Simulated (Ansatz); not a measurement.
Basis-set series for F3HOSi, SMILES `O[Si](F)(F)F`. The species carries charge 0 and has multiplicity 1. All single points use the PBE0-D4/def2-TZVP geometry. It is one conformer, not always the lowest.

| functional | basis | functions | energy (Eh) | HOMO (eV) | LUMO (eV) |
| --- | --- | --- | --- | --- | --- |
| PBE0-D4 | def2-SVP | 79 | -664.21169 | -10.48 | 0.66 |
| PBE0-D4 | def2-TZVPP | 180 | -664.81526 | -10.70 | 0.18 |
| ωB97M-V | def2-SVP | 79 | -664.58693 | -12.95 | 2.38 |
| ωB97M-V | def2-TZVPP | 180 | -665.19831 | -13.20 | 1.72 |

(1) Give the rows for def2-QZVPP. (An estimate is asked.)

Answers

(1) Ansatz gave: 
```
functional       basis  functions  energy (Eh)  HOMO (eV)  LUMO (eV)
   PBE0-D4  def2-QZVPP        328   -664.84764     -10.75      -0.14
   ωB97M-V  def2-QZVPP        328   -665.22861     -13.26       1.20
```

Positive LUMOs are unbound and depend on the basis.
